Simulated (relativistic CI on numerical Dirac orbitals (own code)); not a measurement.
# Inner-shell lines of Ho³⁴⁺

Calculated at this level of theory: Dirac-Coulomb-Breit CI, orbitals from a KLI potential per configuration, QED by a radiative potential, valence Slater integrals scaled by 0.9 (own radial code, finite nucleus).

Configurations in the expansion (outside the closed core 1s2 2s2 3s2 3p6 3d10): 2p⁶4s²4p³, 2p⁵4s²4p³4d, 2p⁵4s²4p³5s, 2p⁵4s²4p³5d, 2p⁶4s4p⁴, 2p⁵4s4p⁴5s. Levels of other configurations are missing.

The table holds the strongest lines. The upper levels have an inner-shell vacancy. Auger decay, open to those above the ionisation limit, is not computed, and radiative decays to configurations outside the model are missing too. Absolute energies can be off by a few tenths of a per cent, and at this charge the scaling can make term splittings too narrow, so close lines can change order. LS names give the leading component, which can be well under half, for lower levels too. Brackets number the levels in order of energy.

| λ (Å) | Upper | Lower | A (s⁻¹) | gA (s⁻¹) |
| --- | --- | --- | --- | --- |
| 1.51931 | 2p⁵4s²4p³4d ⁴P5/2 [82] | 2p⁶4s²4p³ ⁴S°3/2 [2] | 1.42e+14 | 8.51e+14 |
| 1.51925 | 2p⁵4s²4p³4d ²D5/2 [34] | 2p⁶4s²4p³ ²P°3/2 [1] | 2.50e+14 | 1.50e+15 |
| 1.51923 | 2p⁵4s²4p³4d ²F7/2 [92] | 2p⁶4s²4p³ ²D°5/2 [3] | 2.25e+14 | 1.80e+15 |
| 1.51884 | 2p⁵4s²4p³4d ²P1/2 [105] | 2p⁶4s²4p³ ²P°1/2 [4] | 1.91e+14 | 3.82e+14 |
| 1.51879 | 2p⁵4s²4p³4d ²D5/2 [139] | 2p⁶4s²4p³ ²P°3/2 [5] | 2.99e+14 | 1.79e+15 |
| 1.51866 | 2p⁵4s²4p³4d ²D5/2 [99] | 2p⁶4s²4p³ ²D°5/2 [3] | 8.17e+13 | 4.90e+14 |
| 1.51862 | 2p⁵4s²4p³4d ⁴P5/2 [88] | 2p⁶4s²4p³ ⁴S°3/2 [2] | 7.75e+13 | 4.65e+14 |
| 1.51858 | 2p⁵4s²4p³4d ²D3/2 [108] | 2p⁶4s²4p³ ²P°1/2 [4] | 1.46e+14 | 5.84e+14 |
| 1.51848 | 2p⁵4s²4p³4d ²D3/2 [36] | 2p⁶4s²4p³ ²P°3/2 [1] | 1.41e+14 | 5.64e+14 |
| 1.51824 | 2p⁵4s²4p³4d ²D3/2 [141] | 2p⁶4s²4p³ ²P°3/2 [5] | 2.91e+14 | 1.17e+15 |
| 1.51817 | 2p⁵4s²4p³4d ²F7/2 [103] | 2p⁶4s²4p³ ²D°5/2 [3] | 6.70e+13 | 5.36e+14 |
| 1.5181 | 2p⁵4s²4p³4d ²D3/2 [38] | 2p⁶4s²4p³ ²P°3/2 [1] | 9.89e+13 | 3.96e+14 |
| 1.51787 | 2p⁵4s²4p³4d ⁴P1/2 [39] | 2p⁶4s²4p³ ²P°3/2 [1] | 2.42e+14 | 4.83e+14 |
| 1.51711 | 2p⁵4s²4p³4d ²D5/2 [112] | 2p⁶4s²4p³ ²D°5/2 [3] | 1.22e+14 | 7.30e+14 |
| 1.42739 | 2p⁵4s²4p³5d ²D5/2 [199] | 2p⁶4s²4p³ ²P°3/2 [1] | 6.91e+13 | 4.14e+14 |
| 1.42729 | 2p⁵4s²4p³5d ²P3/2 [201] | 2p⁶4s²4p³ ²P°3/2 [1] | 1.31e+14 | 5.25e+14 |
| 1.42718 | 2p⁵4s²4p³5d ²F7/2 [274] | 2p⁶4s²4p³ ²D°5/2 [3] | 6.90e+13 | 5.52e+14 |
| 1.42695 | 2p⁵4s²4p³5d ⁴P3/2 [256] | 2p⁶4s²4p³ ⁴S°3/2 [2] | 1.03e+14 | 4.11e+14 |
| 1.42635 | 2p⁵4s²4p³5d ²D3/2 [309] | 2p⁶4s²4p³ ²P°1/2 [4] | 9.32e+13 | 3.73e+14 |
| 1.42596 | 2p⁵4s²4p³5d ²D5/2 [351] | 2p⁶4s²4p³ ²P°3/2 [5] | 8.86e+13 | 5.32e+14 |
| 1.42581 | 2p⁵4s²4p³5d ²F7/2 [305] | 2p⁶4s²4p³ ²D°5/2 [3] | 5.10e+13 | 4.08e+14 |
| 1.37889 | 2p⁵4s²4p³4d ²F5/2 [380] | 2p⁶4s²4p³ ²D°5/2 [3] | 6.74e+13 | 4.04e+14 |
| 1.37855 | 2p⁵4s²4p³4d ²D3/2 [387] | 2p⁶4s²4p³ ²P°1/2 [4] | 1.05e+14 | 4.21e+14 |
| 1.37845 | 2p⁵4s²4p³4d ²D3/2 [362] | 2p⁶4s²4p³ ²P°3/2 [1] | 1.65e+14 | 6.61e+14 |
| 1.37844 | 2p⁵4s²4p³4d ²P1/2 [378] | 2p⁶4s²4p³ ⁴S°3/2 [2] | 1.96e+14 | 3.93e+14 |
| 1.37839 | 2p⁵4s²4p³4d ²D3/2 [379] | 2p⁶4s²4p³ ⁴S°3/2 [2] | 1.70e+14 | 6.79e+14 |
| 1.37837 | 2p⁵4s²4p³4d ²D5/2 [363] | 2p⁶4s²4p³ ²P°3/2 [1] | 1.86e+14 | 1.12e+15 |
| 1.37823 | 2p⁵4s²4p³4d ⁴P1/2 [364] | 2p⁶4s²4p³ ²P°3/2 [1] | 2.04e+14 | 4.08e+14 |
| 1.37819 | 2p⁵4s²4p³4d ⁴D7/2 [384] | 2p⁶4s²4p³ ²D°5/2 [3] | 7.04e+13 | 5.63e+14 |
| 1.37804 | 2p⁵4s²4p³4d ²F7/2 [385] | 2p⁶4s²4p³ ²D°5/2 [3] | 1.15e+14 | 9.18e+14 |
| 1.37653 | 2p⁵4s²4p³4d ²D3/2 [424] | 2p⁶4s²4p³ ²P°3/2 [5] | 1.57e+14 | 6.28e+14 |
| 1.37649 | 2p⁵4s²4p³4d ²D5/2 [425] | 2p⁶4s²4p³ ²P°3/2 [5] | 1.32e+14 | 7.89e+14 |
| 1.37583 | 2p⁵4s²4p³4d ⁴P5/2 [397] | 2p⁶4s²4p³ ⁴S°3/2 [2] | 7.05e+13 | 4.23e+14 |
| 1.30068 | 2p⁵4s²4p³5d ⁴G5/2 [481] | 2p⁶4s²4p³ ⁴S°3/2 [2] | 7.45e+13 | 4.47e+14 |
| 1.30066 | 2p⁵4s²4p³5d ²D5/2 [454] | 2p⁶4s²4p³ ²P°3/2 [1] | 8.27e+13 | 4.96e+14 |
